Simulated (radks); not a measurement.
The tin anion Sn4-, [Xe], held by a Watson sphere: a shell of charge +4 at radius R that stands for the Madelung well of a crystal (potential energy -4/R inside, -4/r outside, in hartree with lengths in bohr). All-electron calculation, scalar-relativistic Kohn-Sham, LDA (Slater exchange, Perdew-Wang correlation), spin-polarised, spherical densities, point nucleus. Program: a radial shooting solver on a logarithmic mesh with Libxc functionals. Response by self-consistent Sternheimer equations with the Hartree and adiabatic LDA kernel, the relativistic mass of each level held fixed and spin-orbit coupling left out. The sphere does not respond.

[
 {"R (bohr)": "2.43", "e(4d) (eV)": "-27.369", "e(5s) (eV)": "-14.647", "e(5p) (eV)": "-7.223", "<r> 5p (bohr)": "2.822", "sum of <r^2> (bohr^2)": "90.89", "X-ray form factor at sin(theta)/lambda = 0.2 1/angstrom": "40.245", "alpha (bohr^3)": "50.29"},
 {"R (bohr)": "2.63", "e(4d) (eV)": "-26.360", "e(5s) (eV)": "-13.902", "e(5p) (eV)": "-6.906", "<r> 5p (bohr)": "2.922", "sum of <r^2> (bohr^2)": "95.40", "X-ray form factor at sin(theta)/lambda = 0.2 1/angstrom": "40.138", "alpha (bohr^3)": "57.21"},
 {"R (bohr)": "3.51", "e(4d) (eV)": "-24.103", "e(5s) (eV)": "-11.295", "e(5p) (eV)": "-5.490", "<r> 5p (bohr)": "3.392", "sum of <r^2> (bohr^2)": "118.2", "X-ray form factor at sin(theta)/lambda = 0.2 1/angstrom": "39.959", "alpha (bohr^3)": "105.5"},
 {"R (bohr)": "4.27", "e(4d) (eV)": "-23.415", "e(5s) (eV)": "-9.858", "e(5p) (eV)": "-4.482", "<r> 5p (bohr)": "3.816", "sum of <r^2> (bohr^2)": "141.0", "X-ray form factor at sin(theta)/lambda = 0.2 1/angstrom": "40.028", "alpha (bohr^3)": "178.6"},
 {"R (bohr)": "4.96", "e(4d) (eV)": "-23.136", "e(5s) (eV)": "-9.039", "e(5p) (eV)": "-3.783", "<r> 5p (bohr)": "4.211", "sum of <r^2> (bohr^2)": "164.4", "X-ray form factor at sin(theta)/lambda = 0.2 1/angstrom": "40.130", "alpha (bohr^3)": "281.1"}
]
